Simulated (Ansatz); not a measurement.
**Abstraction of F: InHF2 + C4H9O → InHF + C4H9FO**

Species: InHF2 `[F][InH][F]`, singlet; C4H9O `[CH2]COCC`, doublet; InHF `[F][InH]`, doublet; C4H9FO `CCOCCF`, singlet. A radical takes F: the energy is the difference in strength between the In–F bond broken and the C–F bond made.

Shapes, held fixed at every level: PBE0-D4/def2-TZVP. Flexible molecules stand in one conformer, not always the lowest. Programs: Ansatz 0.2.0. Electronic energies: no zero-point or thermal term.

| level | kind | ΔE (kJ/mol) | less CCSD(T)/def2-TZVPP |
| --- | --- | --- | --- |
| HF/def2-TZVPP | Hartree–Fock | -10.7 | +8.8 |
| r2SCAN-D4/def2-TZVPP | meta-GGA | -12.8 | +6.7 |
| B3LYP-D4/def2-TZVPP | global hybrid | -26.7 | -7.2 |
| PBE0-D4/def2-TZVPP | global hybrid | -26.7 | -7.2 |
| wB97X-V/def2-TZVPP | range-separated hybrid | -17.6 | +1.9 |
| CCSD/def2-TZVPP | coupled cluster or CI | -19.7 | -0.2 |
| CCSD(T)/def2-TZVPP | coupled cluster or CI | -19.5 | 0.0 |

The highest level, CCSD(T)/def2-TZVPP, gives ΔE = -19.5 kJ/mol; the levels span -26.7 to -10.7. The column of differences is taken from that level and isn't an error. No measured value is set beside it here. Open shells run unrestricted. For atoms past krypton def2 sets carry core potentials with scalar relativity. Outer-core shells of In are correlated in most correlated rows, in sets that cover them unevenly.
